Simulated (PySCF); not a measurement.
## Electronic structure of C(2+) (carbon, charge +2) at the UHF level

Configuration: [He] 2s2, closed-shell 1S. All numbers are calculated (PySCF 2.14, the spin-free X2C one-electron Hamiltonian (Gaussian nucleus), in x2c-TZVPall (5s3p2d1f, 31 functions)).

| Item | Value |
| --- | --- |
| Total energy | -36.422566 hartree |
| One-electron energy | -44.1432 hartree |
| Hartree (Coulomb) energy | 12.0367 hartree |
| Exchange energy | -4.3161 hartree |
| ⟨S²⟩ | 0.0000 |
| ⟨L²⟩ | 0.000 |
| Sum of ⟨r⟩ | 3.278 bohr |
| Sum of ⟨r²⟩ | 4.620 bohr² |
| Langevin diamagnetic susceptibility | -3.66 ×10⁻⁶ cm³/mol |
| Time after the integrals | 0.08 s of wall time on 1 thread of Neoverse-N1 (shared host) |

| shell | electrons | mean orbital energy (eV) | rms radius, mean of both spins (bohr) |
| --- | --- | --- | --- |
| 1s | 2 | -344.40 | 0.310 |
| 2s | 2 | -46.111 | 1.49 |
